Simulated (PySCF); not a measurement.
Homolysis of single bonds, series Al F-H. Gas-phase values, no solvent. Strings in code marks are SMILES.

Computed with PBE-D3(BJ)/def2-TZVP // PBE0-D3(BJ)/def2-TZVP in PySCF. 

```
species                           HOMO–LUMO gap (eV)  LUMO (eV)
--------------------------------  ------------------  ---------
radical fragment (`[F][Al][F]`)                    –          –
whole molecule (`[AlH]([F])[F]`)                7.01      -1.65
radical fragment (`[F][AlH]`)                      –          –
whole molecule (`[F][AlH2]`)                    5.32      -2.14
whole molecule (`[AlH3]`)                       4.77          ?
```

Question: What belongs in the gaps?

Answer: 
- whole molecule (`[AlH3]`), LUMO (eV): -2.53
